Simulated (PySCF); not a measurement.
Ge(H)2(Br)(OH) (BrGeH3O), SMILES [Br][GeH2][OH]. Atoms are numbered in the order given.

```xyz
6

Ge     0.2920    -0.9344    -0.0031
O      1.9751    -0.6962    -0.4871
Br    -0.7846     1.1112     0.1032
H     -0.3348    -1.7630    -1.1232
H      0.1888    -1.5438     1.4037
H      2.4648    -0.1145     0.1051
```
Charge 0, spin multiplicity 1.

Geometry optimised at PBE0-D3(BJ)/def2-SVP. Other conformers were not sampled.

The numbers are results of PBE0/pcSseg-1 run with PySCF, not measurements.

GIAO shieldings, no solvent; atoms listed in one row are averaged. δ = σ(ref) − σ: ⁷³Ge against GeH4 (σ = 1658.3 ppm); ¹⁷O against H2O (σ = 334.2 ppm); ¹H against TMS (σ = 31.56 ppm), references at their B3LYP-D3(BJ)/def2-TZVP geometries, non-relativistic (without spin–orbit terms, shifts of atoms bonded to Cl or Br come out too high).

Computed chemical shifts:
| nucleus | atoms | count | δ (ppm) |
|---|---|---|---|
| ⁷³Ge | Ge1 | 1 | 361.4 |
| ¹⁷O | O2 | 1 | 52.1 |
| ¹H | H5 | 1 | 6.47 |
| ¹H | H4 | 1 | 6.08 |
| ¹H | H6 | 1 | 1.43 |
